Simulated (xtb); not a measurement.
C2F3N (SMILES N#CC(F)(F)F), singlet, geometry from GFN2-xTB; xtb with GFN1-xTB.

xtb was given this input:
```
$ xtb mol.xyz --gfn 1 --json

# file mol.xyz
6

C     -0.00032390     0.00326018    -0.30776782
C      0.00123066    -0.01238705     1.16936308
F     -0.00806551     1.25382298    -0.77656620
F      1.08144338    -0.60808570    -0.79743600
F     -1.07587137    -0.62063930    -0.79529858
N      0.00242871    -0.02444580     2.30773363
```

### Question
What does xtb print? Leave out banner, timings and long lists.

### Answer

```
   ID    Z sym.   atoms
    1    6 C      1, 2
    2    9 F      3-5
    3    7 N      6

           -------------------------------------------------
          |                Calculation Setup                |
           -------------------------------------------------

           -------------------------------------------------
          |                 G F N 1 - x T B                 |
           -------------------------------------------------

          ...................................................
          :                      SETUP                      :
          :.................................................:
          :  # basis functions                  24          :
          :  # atomic orbitals                  24          :
          :  # shells                           12          :
          :  # electrons                        34          :
          :  # halogen bonds                     0          :
          :  max. iterations                   250          :
          :  Hamiltonian                  GFN1-xTB          :
          :  restarted?                      false          :
          :  GBSA solvation                  false          :
          :  PC potential                    false          :
          :  electronic temp.          300.0000000     K    :
          :  accuracy                    1.0000000          :
          :  -> integral cutoff          0.2500000E+02      :
          :  -> integral neglect         0.1000000E-07      :
          :  -> SCF convergence          0.1000000E-05 Eh   :
          :  -> wf. convergence          0.2000000E-04 e    :
          :  Broyden damping             0.4000000          :
          :  net charge                          0          :
          :  unpaired electrons                  0          :
          ...................................................

 iter      E             dE          RMSdq      gap      omega  full diag
   1    -22.8587690 -0.228588E+02  0.770E+00    6.65       0.0  T
   2    -22.9412474 -0.824784E-01  0.451E+00    6.68       1.0  T
   3    -22.9420011 -0.753714E-03  0.179E+00    6.57       1.0  T
   4    -22.9437031 -0.170196E-02  0.262E-01    6.55       1.0  T
   5    -22.9440342 -0.331174E-03  0.492E-02    6.57       1.0  T
   6    -22.9440473 -0.130951E-04  0.128E-02    6.59       3.2  T
   7    -22.9440486 -0.128663E-05  0.517E-04    6.59      79.0  T
   8    -22.9440486  0.101607E-08  0.613E-04    6.59      66.6  T
   9    -22.9440486 -0.283106E-08  0.138E-07    6.59  100000.0  T
  10    -22.9440486  0.355271E-14  0.305E-08    6.59  100000.0  T

   *** convergence criteria satisfied after 10 iterations ***

         :::::::::::::::::::::::::::::::::::::::::::::::::::::
         ::                     SUMMARY                     ::
         :::::::::::::::::::::::::::::::::::::::::::::::::::::
         :: total energy             -22.796693087857 Eh    ::
         :: gradient norm              0.026919469323 Eh/a0 ::
         :: HOMO-LUMO gap              6.585912139518 eV    ::
         ::.................................................::
         :: SCC energy               -22.944048624212 Eh    ::
         :: -> electrostatic           0.070199022470 Eh    ::
         :: repulsion energy           0.148711162357 Eh    ::
         :: dispersion energy         -0.001355626003 Eh    ::
         :: halogen bond corr.         0.000000000000 Eh    ::
         :: add. restraining           0.000000000000 Eh    ::
         :: total charge              -0.000000000000 e     ::
         :::::::::::::::::::::::::::::::::::::::::::::::::::::

           -------------------------------------------------
          |                Property Printout                |
           -------------------------------------------------

    * Orbital Energies and Occupations

         #    Occupation            Energy/Eh            Energy/eV
      -------------------------------------------------------------
         1        2.0000           -0.9411962             -25.6113
       ...           ...                  ...                  ...
         5        2.0000           -0.7483601             -20.3639
         6        2.0000           -0.7004012             -19.0589
         7        2.0000           -0.6786393             -18.4667
         8        2.0000           -0.6786393             -18.4667
         9        2.0000           -0.6133532             -16.6902
        10        2.0000           -0.6133532             -16.6902
        11        2.0000           -0.5970338             -16.2461
        12        2.0000           -0.5932963             -16.1444
        13        2.0000           -0.5932963             -16.1444
        14        2.0000           -0.5925691             -16.1246
        15        2.0000           -0.5655953             -15.3906
        16        2.0000           -0.5655953             -15.3906
        17        2.0000           -0.5417212             -14.7410 (HOMO)
        18                         -0.2996934              -8.1551 (LUMO)
        19                         -0.2996934              -8.1551
        20                         -0.0592002              -1.6109
        21                          0.0148100               0.4030
        22                          0.0148100               0.4030
        23                          0.0393596               1.0710
        24                          1.2697309              34.5511
      -------------------------------------------------------------
                  HL-Gap            0.2420278 Eh            6.5859 eV
             Fermi-level           -0.4207073 Eh          -11.4480 eV

  Mulliken/CM5 charges         n(s)   n(p)   n(d)
     1C     0.65306  0.71314   0.997  2.350  0.000
     2C     0.20674  0.33489   1.054  2.740  0.000
     3F    -0.22592 -0.24625   1.812  5.413  0.000
     4F    -0.22592 -0.24625   1.812  5.413  0.000
     5F    -0.22592 -0.24625   1.812  5.413  0.000
     6N    -0.18204 -0.30930   1.665  3.517  0.000

Wiberg/Mayer (AO) data.
largest (>0.10) Wiberg bond orders for each atom

 ---------------------------------------------------------------------------
     #   Z sym  total        # sym  WBO       # sym  WBO       # sym  WBO
 ---------------------------------------------------------------------------
     1   6 C    3.790 --     2 C    0.952     4 F    0.935     5 F    0.935
                             3 F    0.935
     2   6 C    3.965 --     6 N    2.939     1 C    0.952
     3   9 F    1.074 --     1 C    0.935
     4   9 F    1.074 --     1 C    0.935
     5   9 F    1.074 --     1 C    0.935
     6   7 N    3.029 --     2 C    2.939
 ---------------------------------------------------------------------------

Topologies differ in total number of bonds
Writing topology from bond orders to xtbtopo.mol

 dipole moment from electron density (au)
     X       Y       Z
  -0.0002   0.0015  -0.1447  total (Debye):    0.368

           -------------------------------------------------
          | TOTAL ENERGY              -22.796693087857 Eh   |
          | GRADIENT NORM               0.026919469323 Eh/α |
          | HOMO-LUMO GAP               6.585912139518 eV   |
           -------------------------------------------------

normal termination of xtb
```
